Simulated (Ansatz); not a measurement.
`[CH3][In-]([CH3])([OH])[OH2+]`, relaxed with RKS PBE0-D4/def2-TZVP in the Gaussian-basis code of Ansatz from a PBE-D4/def2-SVP geometry. The force threshold is 0.005 eV/Å; the program also tests the step.

Total charge 0; spin multiplicity 1. In: def2 effective core potential.

Start:

```xyz
14

C    -1.589    1.626   -0.308
In   -0.129    0.021   -0.290
C     0.067   -2.051   -0.898
O     1.870    0.751   -0.055
O     0.635   -0.024    1.978
H    -2.075    1.657    0.687
H    -1.082    2.593   -0.490
H    -2.360    1.465   -1.085
H    -0.408   -2.218   -1.883
H    -0.409   -2.724   -0.158
H     1.147   -2.284   -0.971
H     1.964    1.712   -0.197
H     1.412    0.375    1.409
H     0.957   -0.901    2.262
```

(1) How much energy does the relaxation release, and in how many steps? (An estimate is asked.)

(2) Which bonds change most? (Best estimate.)

(3) Give the relaxed structure. (Estimate.)

## Answers

(1) The calculation gave: 8.93 kJ/mol, in 41 steps, 7 of them rejected.

(2) The calculation gave: In2–O4 from 2.141 to 2.081 Å; O5–H13 from 1.043 to 0.999 Å; In2–C3 from 2.169 to 2.141 Å; C1–In2 from 2.169 to 2.142 Å.

(3) The calculation gave: 
```xyz
14

C    -1.562    1.607   -0.310
In   -0.090    0.051   -0.314
C     0.099   -1.987   -0.943
O     1.821    0.819   -0.015
O     0.582   -0.154    1.981
H    -1.529    2.117    0.654
H    -1.343    2.332   -1.095
H    -2.566    1.213   -0.469
H    -0.148   -2.092   -2.000
H    -0.569   -2.634   -0.372
H     1.130   -2.309   -0.792
H     1.933    1.759   -0.167
H     1.365    0.289    1.547
H     0.877   -1.012    2.295
```
